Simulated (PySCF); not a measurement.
Ar²⁺: excitation energy

Ar²⁺ [Ne] 3s2 3p4 (3P) → Ar²⁺ [Ne] 3s1 3p5 (3P), as a difference of total energies. Computed with PySCF 2.14 in x2c-QZVPPall, with scalar relativity by spin-free X2C-1e. Correlated levels: valence: [Ne] frozen. The calculations carry no spin-orbit coupling.

```csv
method,excitation energy (eV)
UHF,17.312
MP2 (valence),15.764
SCS-MP2 (valence),15.569
CCSD (valence),14.599
CCSD(T) (valence),14.177
```

How much does correlation contribute at CCSD(T) (valence)?

14.177 − (17.312) = -3.135 eV, measured against UHF.

The coupled-cluster amplitudes are large for the upper state (T1 above 0.03 or a double amplitude above 0.15), so a single reference is strained.
